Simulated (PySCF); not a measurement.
# GaF⁺: one state, many levels of theory

State: ²Σ⁺ (doublet), unpaired electrons σ ↑. Set-up: Ga aug-pcseg-1, F aug-pcseg-1; no relativity (PySCF 2.14). De refers to Ga⁺ + F in their high-spin ground configurations, without counterpoise correction. The functionals are run spin-unrestricted. A positive dipole points towards F; it is taken about the centre of mass and depends on that origin. Levels whose curve was spin-contaminated or gave no clean fit are not listed.

| Level | Re (Å) | ωe (cm⁻¹) | De (eV) | μ (D) |
| --- | --- | --- | --- | --- |
| UHF | 1.696 | 794 | 0.57 | -4.36 |
| UHF-CCSD | 1.721 | 735 | 1.49 | n/a |
| UHF-CCSD(T) | 1.726 | 721 | 1.60 | n/a |
| PBE | 1.762 | 633 | 1.76 | -3.49 |
| TPSS | 1.752 | 655 | 1.78 | -3.53 |
| r²SCAN | 1.728 | 697 | 1.84 | -3.61 |
| PBE0 | 1.732 | 684 | 1.53 | -3.78 |
| M06-2X | 1.728 | 712 | 1.56 | -3.86 |
| CAM-B3LYP | 1.730 | 687 | 1.46 | -3.82 |
| B2PLYP | 1.733 | 707 | 1.58 | -4.10 |

The bond length runs from 1.696 Å (UHF) to 1.762 Å (PBE). De spans 0.57 eV (UHF, mean field) to 1.84 eV (r²SCAN, meta-GGA). Correlation at CCSD(T) changes the Hartree–Fock bond energy by +1.03 eV; the triples alone change it by +0.11 eV.

Correlated steps freeze 10 core orbitals. Correlated levels converge slowly with the basis: in double zeta they bind strong bonds too weakly, by up to about 1 eV, and carry superposition errors of some tenths. Spin–orbit coupling is left out. For an ion De counts to the pair picked by the measured ionisation energies or electron affinities, which need not be the lowest pair at this level. B2PLYP dipoles, levels and charges come from its SCF part alone. The state was picked by a PBE0 search and need not be the measured ground state.

The whole job (state search and all levels along the bond) took about 3.9 min on 1 thread of Arm Neoverse V1 (shared host), peak memory 0.71 GiB.
